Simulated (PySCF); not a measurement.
A calculated (M06-2X, PySCF 2.14, aug-cc-pVDZ-DK, the spin-free X2C one-electron Hamiltonian (Gaussian nucleus)) atom or ion has these occupied shells.

```json
{"shell": "1s α", "electrons": "1", "orbital energy (eV)": "-11071.6", "rms radius, mean of both spins (bohr)": "0.0542"}
{"shell": "1s β", "electrons": "1", "orbital energy (eV)": "-11071.5", "rms radius, mean of both spins (bohr)": "0.0542"}
{"shell": "2s α", "electrons": "1", "orbital energy (eV)": "-1418.6", "rms radius, mean of both spins (bohr)": "0.228"}
{"shell": "2s β", "electrons": "1", "orbital energy (eV)": "-1418.5", "rms radius, mean of both spins (bohr)": "0.228"}
{"shell": "2p α", "electrons": "3", "orbital energy (eV)": "-1243.0", "rms radius, mean of both spins (bohr)": "0.203"}
{"shell": "2p β", "electrons": "3", "orbital energy (eV)": "-1243.0", "rms radius, mean of both spins (bohr)": "0.203"}
{"shell": "3s α", "electrons": "1", "orbital energy (eV)": "-192.06", "rms radius, mean of both spins (bohr)": "0.669"}
{"shell": "3s β", "electrons": "1", "orbital energy (eV)": "-191.98", "rms radius, mean of both spins (bohr)": "0.669"}
{"shell": "3p α", "electrons": "3", "orbital energy (eV)": "-137.56", "rms radius, mean of both spins (bohr)": "0.701"}
{"shell": "3p β", "electrons": "3", "orbital energy (eV)": "-137.47", "rms radius, mean of both spins (bohr)": "0.701"}
{"shell": "3d α", "electrons": "5", "orbital energy (eV)": "-46.463", "rms radius, mean of both spins (bohr)": "0.818"}
{"shell": "3d β", "electrons": "5", "orbital energy (eV)": "-46.408", "rms radius, mean of both spins (bohr)": "0.818"}
{"shell": "4s α", "electrons": "1", "orbital energy (eV)": "-22.289", "rms radius, mean of both spins (bohr)": "2.24"}
{"shell": "4s β", "electrons": "1", "orbital energy (eV)": "-20.541", "rms radius, mean of both spins (bohr)": "2.24"}
{"shell": "4p α", "electrons": "1", "orbital energy (eV)": "-13.683", "rms radius, mean of both spins (bohr)": "2.76"}
```

Q: Name the element and its charge.

A: Ge⁺ (germanium, charge +1), in [Ar] 3d10 4s2 4p1, 2P determinant.
